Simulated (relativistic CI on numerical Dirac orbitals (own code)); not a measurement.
# Co+: L2,3 absorption edge

Computed with this model: Dirac-Coulomb-Breit CI, orbitals from a KLI potential per configuration, model QED, valence Slater integrals scaled by 0.8, multiplet model of core-to-valence dipole absorption; configurations [Ar] 3d8 → [He] 2s2 2p5 3s2 3p6 3d9; 300 K; Lorentzian 0.24 eV and Gaussian 0.3 eV FWHM. Energies are those of the free ion, without screening or charge transfer. The branching ratio is the share of the lower-energy edge in the whole absorption, uncertain by about 0.02 where the edges overlap. S is read from ⟨S²⟩ = S(S + 1).

Field parameters in Wybourne normalisation: D3d B²₀ = −7Dσ, B⁴₀ = −14Dq − 21Dτ, B⁴₃ = −14√(10/7) Dq. The field is a parameter set, without covalency.

free ion: ground-state S = 1.00, centroid 780.00 eV, branching ratio 0.929. Peaks (eV, height): 778.3 (65), 778.9 (100), 780.5 (21), 794.3 (13).

D3d, 10Dq = 10350, Dσ = -1200, Dτ = -210 cm⁻¹: ground-state S = 1.00, centroid 783.78 eV, branching ratio 0.734. Peaks (eV, height): 779.4 (100), 780.3 (11), 781.2 (25), 794.1 (25), 795.1 (30).

D3d, 10Dq = 10350, Dσ = -510, Dτ = -210 cm⁻¹: ground-state S = 1.00, centroid 783.79 eV, branching ratio 0.733. Peaks (eV, height): 779.4 (100), 780.3 (9), 781.2 (25), 794.1 (25), 795.1 (27).

D3d, 10Dq = 10350, Dσ = 1200, Dτ = -210 cm⁻¹: ground-state S = 1.00, centroid 783.84 eV, branching ratio 0.731. Peaks (eV, height): 779.5 (100), 781.3 (26), 794.1 (26), 795.0 (27).

The statistical ratio of this edge is 2/3 = 0.667. Values above it arise where the holes sit mainly in the j = l + 1/2 valence subshell or the ground state has high spin; values below it where core-valence Coulomb terms move weight to the upper edge, as in nearly empty shells.

Strongest unbroadened transitions for D3d, 10Dq = 10350, Dσ = -1200, Dτ = -210 cm⁻¹:

| Energy (eV) | Relative strength |
| --- | --- |
| 779.20 | 11.4 |
| 779.27 | 40.5 |
| 779.29 | 31.6 |
| 779.31 | 73.5 |
| 779.36 | 41.3 |
| 779.52 | 100.0 |
| 779.57 | 87.6 |
| 780.34 | 8.8 |
| 780.94 | 8.0 |
| 781.14 | 28.9 |
| 781.24 | 26.4 |
| 781.32 | 20.7 |
| 781.98 | 8.2 |
| 794.02 | 48.1 |
| 794.03 | 9.1 |
| 794.19 | 25.9 |
| 795.07 | 53.5 |
| 795.10 | 29.2 |
